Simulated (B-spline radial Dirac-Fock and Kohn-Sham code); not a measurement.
EELS cross sections of the O K edge

System: atomic oxygen, configuration [He] 2s2 2p4. Model: the first Born approximation with generalised oscillator strengths from a Dirac-Hartree-Slater potential (longitudinal and transverse terms; continuum final states only, so no white lines or fine structure). Program: a radial B-spline solver. The edge is taken at 543.1 eV (tabulated value).

Input file task.json (cfg lists n, l and occupation; rrms is the nuclear radius in fm):

```json
{"items": [{
  "Z": 8,
  "q": 0,
  "cfg": [[1, 0, 2], [2, 0, 2], [2, 1, 4]],
  "A": 16,
  "rrms": 2.6991,
  "do": "eels",
  "beams": [[60, 5], [60, 20], [60, 100], [80, 10], [80, 20], [100, 20], [100, 100], [120, 20], [200, 5], [200, 10], [200, 50], [300, 5], [300, 10], [300, 20]],
  "edges": {"K": 543.1}
}]}
```

Launch: `python xray2_run.py task.json out`

Partial cross sections σ(β, Δ) in barn, integrated over a window Δ above the edge and up to the collection semi-angle β, for parallel illumination:

| E₀ (kV) | β (mrad) | Δ = 25 eV | Δ = 50 eV | Δ = 100 eV | Δ = 200 eV | Δ = 300 eV |
| --- | --- | --- | --- | --- | --- | --- |
| 60 | 5 | 185 | 338 | 570 | 836 | 970 |
| 60 | 20 | 727 | 1350 | 2350 | 3620 | 4350 |
| 60 | 100 | 1230 | 2330 | 4190 | 6780 | 8470 |
| 80 | 10 | 429 | 794 | 1370 | 2080 | 2470 |
| 80 | 20 | 677 | 1260 | 2210 | 3420 | 4120 |
| 100 | 20 | 637 | 1190 | 2080 | 3240 | 3920 |
| 100 | 100 | 905 | 1710 | 3080 | 5000 | 6260 |
| 120 | 20 | 604 | 1130 | 1980 | 3100 | 3760 |
| 200 | 5 | 265 | 492 | 852 | 1300 | 1550 |
| 200 | 10 | ? | ? | ? | ? | ? |
| 200 | 50 | 618 | 1170 | 2090 | 3370 | 4200 |
| 300 | 5 | 281 | 522 | 909 | 1400 | 1680 |
| 300 | 10 | 389 | 727 | 1280 | 1990 | 2420 |
| 300 | 20 | 480 | 902 | 1600 | 2540 | 3110 |

Task: Give the row for 200 kV and 10 mrad.

Result: 401 b for 25 eV, 748 b for 50 eV, 1310 b for 100 eV, 2030 b for 200 eV, 2450 b for 300 eV.

Values without a named source are computed, but for edge energies of neutral atoms, which are taken from tables.
